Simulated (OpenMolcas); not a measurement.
## Er³⁺: from RASSCF to RASPT2

```
Program             : OpenMolcas 26.06
Basis               : ANO-RCC-VTZP [8s7p5d3f2g1h]
Scalar Hamiltonian  : DKH2, point nucleus
Active space        : 11 electrons in 12 orbitals (RAS2 4f; RAS3 5d, at most 1 electron)
State averaging     : 2S+1 = 4 odd, 35 roots; 2S+1 = 2 odd, 112 roots (96 in the spin-orbit step); 2S+1 = 6 even, 175 roots (96 in the spin-orbit step); 2S+1 = 4 even, 117 roots kept (CI in the orbitals of an earlier block, 65 in the spin-orbit step); 2S+1 = 2 even, 124 roots kept (CI in the orbitals of an earlier block, 0 in the spin-orbit step)
Spin-orbit coupling : RASSI with atomic mean-field integrals over the reference wave functions, term energies averaged over their components
```

Methods on the same reference wave functions:
A. RASSCF
B. SS-RASPT2, IPEA 0.25 Eh, imaginary shift 0.1 Eh (closed shells correlated: 5s 5p)

Energies in cm-1 above 4f11 4I* 15/2, the measured ground level; measured values from the list in Tchang-Brillet, Wyart, Meftah and Ait Mammar, Atoms 6, 52 (2018).

```
                  Level      A      B  Measured
          4f11 4I* 15/2    0.0    0.0       0.0
          4f11 4I* 13/2   6573   6620      6508
          4f11 4I* 11/2  10612  10300     10172
    4f11 4I* 9/2 [56 %]  13421  12550     12469
    4f11 4F* 9/2 [60 %]  19077  15970     15405
4f11 2H* 11/2(1) [60 %]  22700  20100     19332
    4f11 4S* 3/2 [71 %]  23635  19590          
           4f11 4F* 7/2  25246  21480          
           4f11 4F* 5/2  27319  23350          
    4f11 4F* 3/2 [64 %]  27619  23640          
          4f11 2K* 15/2  32232  29530          
   4f11 4G* 11/2 [74 %]  32879  28290     26708
    4f11 2G* 7/2 [63 %]  33368  29540          
    4f11 4G* 9/2 [66 %]  34071  29690     27767
          4f11 2K* 13/2  37791  34980          
           4f11 2P* 1/2  40522  35420          
    4f11 4G* 7/2 [69 %]  40854  36160          
           4f11 4G* 5/2  41438  36160          
 4f11 2D* 5/2(1) [74 %]  42206  37360          
    4f11 4D* 5/2 [51 %]  50004  42370          
   4f11 2I* 11/2 [68 %]  50265  44760          
          4f11 2L* 17/2  50623  45910          
           4f11 4D* 7/2  52056  44120          
          4f11 2I* 13/2  52234  47280
```

Deviations, from unrounded energies. A percentage is the sum of absolute deviations over the sum of measured energies, with the sign that they share, or ± where signs differ.

| Against measurement | Levels | A | B |
| --- | --- | --- | --- |
| mean absolute deviation (cm-1) | 7 | 3000 | 740 |
| fine structure of the ground term (%) | 3 | +5.0 | +1.1 |
| other terms of the ground configuration (%) | 4 | +21.9 | +5.4 |

B lies closest to measurement on these levels. The largest miss of B in the table is 4f11 4G* 9/2 [66 %], by +1900 cm-1. The ranking rests on the paired levels alone, and a cruder setting can come out closer through cancelling errors.

From A to B the spin-free energies of the other terms of 4f11 shown, above 4I*, scale by factors of 0.79 to 0.90, as is usual when dynamic correlation screens the repulsion within a d or f shell.

The lowest spin-free term lies below A's lowest term by 0.915 hartree in B.

Term energies are means over components that CASPT2 splits; among the terms shown or strongly mixed into the levels shown the widest spread is 280 cm-1 (4f11 2L*, B). High states are left out of the spin-orbit mixing, which shifts the levels that they would mix with. Without dynamic correlation excited terms often stand tens of per cent too high (terms of higher spin than the ground term too low), and those without a measured partner can miss by more than the paired ones (holds for A). Some levels mix across a computed gap that differs much from the measured one, so their mixing is not that of the real levels (holds for A). Each CASPT2 term energy is a mean over a sample of three components (holds for B). Computed and measured levels are paired by configuration, term and J; levels that our copy of the source lacks, or whose pairing is in doubt (as where it misses far off the trend of its configuration), stay unpaired and out of the deviations. Only configurations of the active space appear. Levels that lie high or do not pair safely by name in every column are left out.

A share in square brackets marks a mixed level and gives the weight of the term that names it, the lowest over the columns. A number in round brackets counts repeated terms of one configuration in the order of the reference energies. * marks odd parity.
